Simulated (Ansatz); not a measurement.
`BS[SiH2]C` + HBr → `C[SiH2]Br` + `BS` at 700 K and 1 bar (ligand exchange at the Si–S bond).

Calculated with Ansatz (gas phase, PBE0-D4/def2-TZVP geometries, no zero-point term in ΔE). CCSD(T)/CBS adds triple-zeta CCSD(T) − MP2 to the extrapolated MP2 energy (def2 sets, frozen cores). This one scheme is used for every species. For Br outer-core shells are correlated without core-valence functions, which leaves a few kJ/mol of doubt a bond. Scalar relativity is left out up to krypton. One conformer a species, not always the lowest.

| species | CCSD(T)/CBS energy (Eh) | H − E (kJ/mol) | S (J/(mol·K)) |
| --- | --- | --- | --- |
| `BS[SiH2]C` | -753.95937 | 281.6 | 466.3 |
| HBr | -2573.91920 | 36.5 | 223.7 |
| `C[SiH2]Br` | -2903.51417 | 201.6 | 395.7 |
| `BS` | -424.38198 | 115.9 | 297.3 |

H − E and S are ideal-gas, rigid-rotor, harmonic terms from PBE0-D4/def2-TZVP, for one conformer and one mirror image of each species. 1 Eh = 2625.50 kJ/mol, R = 8.31446 J/(mol·K).

Task: By hand: ΔE, ΔH, ΔS and ΔG.

Result: ΔE = (-2903.51417) + (-424.38198) − (-753.95937) − (-2573.91920) = -0.01758 Eh = -46.2 kJ/mol. Δ(H − E) = 201.6 + 115.9 − 281.6 − 36.5 = -0.6, so ΔH = -46.8 kJ/mol. ΔS = 395.7 + 297.3 − 466.3 − 223.7 = 3.0 J/(mol·K). ΔG = -46.8 − 700 × (3.0)/1000 = -48.9 kJ/mol.

Task: By hand: the equilibrium constant, and the temperature at which ΔG would vanish if ΔH and ΔS stayed fixed.

Result: log₁₀ K = −ΔG/(RT ln 10) = 3.6. ΔH and −TΔS have one sign here, so there is no such temperature. One of them is within its doubt of zero, so this could turn.

The number of gas molecules stays the same, so ΔS is small and ΔH decides. A doubt of 5 kJ/mol in ΔE shifts log₁₀ K by 0.4 here. Other conformers and mirror images would add mixing entropy, several J/(mol·K) or more a flexible species. Modes under 60 cm⁻¹, often nearly free rotors, make the harmonic entropy too high. These are equilibria of isolated gas molecules and say nothing of rates. Largest T1 diagnostic: 0.015 (customary marks: 0.02 for closed shells, 0.045 for open ones).
